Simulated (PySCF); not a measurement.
GeH₅NO. Atoms are numbered in the order given.

```xyz
8

Ge     0.3444     0.0314     0.0000
N     -0.5477    -1.5627     0.0000
O     -0.8604     1.3668     0.0000
H      1.1985     0.0999     1.2839
H      1.1985     0.0999    -1.2839
H     -1.1209    -1.7234    -0.8265
H     -1.1209    -1.7234     0.8265
H     -0.4596     2.2462     0.0000
```
Charge 0, spin multiplicity 1.

Geometry: B3LYP-D3(BJ)/def2-SVP. Other conformers were not sampled.

These are KT2/pcSseg-1 (PySCF) values and carry that method's errors.

GIAO shieldings, no solvent; atoms alike by connectivity are averaged. δ = σ(ref) − σ: ⁷³Ge against GeH4 (σ = 1669.3 ppm); ¹⁵N against NH3 (σ = 266.2 ppm); ¹⁷O against H2O (σ = 330.4 ppm); ¹H against TMS (σ = 31.47 ppm), references at their B3LYP-D3(BJ)/def2-TZVP geometries, non-relativistic.

```
atoms   nucleus  count  δ (ppm)
------  -------  -----  -------
Ge1        ⁷³Ge      1    340.2
N2          ¹⁵N      1     31.0
O3          ¹⁷O      1        ?
H4, H5       ¹H      2     5.82
H6, H7       ¹H      2        ?
H8           ¹H      1        ?
```

Q: What belongs in the gaps? (The exact figures need the calculation; the answer reports its results.)

A: 
- O3, δ (ppm): 44.4
- H6, H7, δ (ppm): 1.18
- H8, δ (ppm): 0.27
